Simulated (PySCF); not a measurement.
Atomic charges by several schemes

C6H11NSi.
Cartesian coordinates in Å at the GFN2-xTB level; atoms count from 1:
```
atom  x, y, z in Å
C1     2.9338    0.0218   -0.3143
C2     1.6395   -0.3788   -1.0136
Si3    0.1981   -0.5764    0.2065
C4    -0.6837    1.0242    0.7840
C5    -2.0273    0.5243    0.1930
C6    -2.9606    0.2045    1.2339
N7    -3.6851   -0.0687    2.0769
C8    -1.5536   -0.7534   -0.5442
H9     2.8072    0.9576    0.2241
H10    3.7411    0.1479   -1.0334
H11    3.2316   -0.7408    0.4006
H12    1.3970    0.3679   -1.7718
H13    1.7997   -1.3181   -1.5437
H14    0.4984   -1.5257    1.2828
H15   -0.7357    1.2035    1.8558
H16   -0.3604    1.9510    0.3141
H17   -2.4967    1.2530   -0.4735
H18   -1.6311   -0.6487   -1.6240
H19   -2.1221   -1.6358   -0.2607
```

Density: PBE0/pcSseg-1 (PySCF); schemes: Mulliken, IAO, Hirshfeld and ESP-fitted. One conformer (not necessarily the lowest) at the GFN2-xTB geometry, without solvent, vibrations or thermal averaging.

Task: Atoms with like bonding are taken together and averaged. For which atoms does the sign change between the 4 schemes (beyond +0.03 e in one, beyond −0.03 e in another)?

Result: C5.

Task: Do the Mulliken, IAO, Hirshfeld and ESP-fitted schemes agree on where the charge is highest?

Result: All schemes agree: Mulliken Si3 (+0.828); IAO Si3 (+0.900); Hirshfeld Si3 (+0.388); ESP-fitted Si3 (+0.601).

Task: Give the atomic charges in each scheme.

Result: In e; atoms taken as equivalent share a row and are averaged (×n: the atom named and its like, n in all):

```tsv
atom	environment	Mulliken	IAO	Hirshfeld	ESP-fitted
C1	methyl carbon	-0.296	-0.411	-0.116	-0.151
C2	sp3 carbon bound to silicon	-0.568	-0.535	-0.154	-0.137
Si3	SiH silicon	+0.828	+0.900	+0.388	+0.601
C4/C8	sp3 carbon bound to silicon	-0.457	-0.545	-0.160	-0.560
C5	sp3 carbon next to a nitrile	-0.297	-0.139	-0.004	+0.374
C6	nitrile carbon	+0.128	+0.141	+0.085	+0.181
N7	nitrile nitrogen	-0.255	-0.264	-0.241	-0.431
H9/H10/H11	methyl hydrogen	+0.121	+0.141	+0.041	+0.044
H12/H13	methylene hydrogen	+0.145	+0.148	+0.042	+0.044
H14	Si–H hydrogen	-0.057	-0.119	-0.073	-0.124
H15/H19	methylene hydrogen	+0.160	+0.160	+0.040	+0.155
H16/H18	methylene hydrogen	+0.146	+0.153	+0.042	+0.126
H17	methine hydrogen	+0.168	+0.172	+0.061	+0.025
```

Mean size of the charges over all atoms: IAO 0.269 e, Mulliken 0.251 e, ESP-fitted 0.206 e, Hirshfeld 0.095 e. Each set sums to the total charge, 0, to within 0.001 e. The ESP scheme fits charges at the nuclei, held to the total charge, to the electrostatic potential on points at 1.4 to 2.0 times the van der Waals radii. The Mulliken scheme gives each basis function's population to the atom it is centred on and halves the overlap population of two atoms between them.

Some averages cover members that differ in this geometry: C4/C8, ESP-fitted -0.625 to -0.494; H15/H19, ESP-fitted +0.132 to +0.177 e.

Task: Sum the charges by element, for elements with more than one atom.

Result: 
```
element  atoms  Mulliken     IAO  Hirshfeld  ESP-fitted
      C      6    -1.947  -2.033     -0.508      -0.852
      H     11    +1.374  +1.397     +0.360      +0.681
```

Task: How many electrons does the Mulliken scheme count on C8?

Result: Its own charge is -0.457 e, so Z − q = 6.457.

Task: How closely do the schemes follow one another over all atoms?

Result: Correlation coefficient and root-mean-square difference: Mulliken with IAO 0.99, 0.059 e; IAO with Hirshfeld 0.94, 0.222 e; Mulliken with Hirshfeld 0.92, 0.200 e; Hirshfeld with ESP-fitted 0.87, 0.179 e; IAO with ESP-fitted 0.83, 0.191 e; Mulliken with ESP-fitted 0.76, 0.210 e.
